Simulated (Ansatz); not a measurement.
Cost and result up the ladder for Al14P13Cl3 (30 atoms). Total charge 0; singlet. Geometry: PBE-D4/def2-SVP.

```xyz
30

Al    2.7315   -2.0581    0.0969
Al   -0.8215   -2.3566   -2.0465
Al   -0.1295   -3.2351    1.0610
Al   -2.8314   -2.7157    0.1344
Al    1.7414    1.1252   -2.2366
Al    3.5704    0.9721    0.7209
Al    2.4726   -1.1495    2.5384
Al    2.0390    3.0950    0.4045
Al   -0.5218    0.5116   -3.6661
Al   -3.1796   -0.5330   -1.6798
Al   -0.8365    2.6849   -0.7997
Al   -0.3495   -0.3264    0.5026
Al   -0.4336    2.4214    2.3641
Al   -2.7923    0.5310    2.3054
Cl    3.7436    3.0623    2.0021
Cl    1.6778    0.1241   -4.4336
Cl   -4.8379   -0.0935    2.3102
P     1.9988   -3.3852    1.8800
P    -1.1866   -4.2465   -0.7424
P     4.5176   -1.0120    1.2909
P     3.4798    2.2421   -1.2356
P    -2.0416   -1.1614   -3.6801
P     0.0156    2.6145   -2.9411
P     1.0765   -1.0744   -1.3259
P    -1.6460   -1.7311    1.9745
P     1.3011    0.7903    1.8361
P    -2.2603    1.0238   -0.0843
P    -4.5555   -2.2345   -1.2257
P     0.0372    4.1435    0.8001
P    -1.9792    1.9709    3.8753
```

Ansatz on 4 threads of AMD EPYC 7R13 on a shared host and a share (37 GiB) of an NVIDIA H100 80GB HBM3. Times are rough, and most runs start from the orbitals of an earlier one. No level here is sound enough to serve as a yardstick. Binding counts from free atoms at the same level (Al doublet, Cl doublet, P quartet; other spins of the atoms weren't run), without zero-point energy or a counterpoise term.

Correlated methods freeze 150 core orbitals. The rows differ in basis, and correlated rows in double-zeta sets carry the largest basis error. Single mean-field runs in def2-SVP, def2-TZVP are fitted with def2-universal-jkfit. Another isomer (singlet) lies 1.11 eV lower at PBE0-D4/def2-TZVP; other spin states weren't run for this one.

Run but left out: HF/STO-3G, BHLYP-D4/def2-TZVP (restricted singlet, unstable in another Hartree–Fock run and untested here).

Correlated methods converge slowly with the basis, most of all in double-zeta sets.

```csv
level,functions,wall time,binding energy per atom (eV),remarks
PBE-D4/def2-SVP,540,8 s,3.63,restricted SCF unstable in HF
PBE0-D4/def2-SVP,540,13 s,3.55,restricted SCF unstable in HF
PBE-D4/def2-TZVP (with forces),1110,21 s,3.63,restricted SCF unstable in HF
MP2/def2-SVP,540,22 s,3.19,restricted SCF unstable
r2SCAN-D4/def2-TZVP,1110,23 s,3.55,restricted SCF unstable in HF
PBE0-D4/def2-TZVP,1110,32 s,3.56,restricted SCF unstable in HF
```
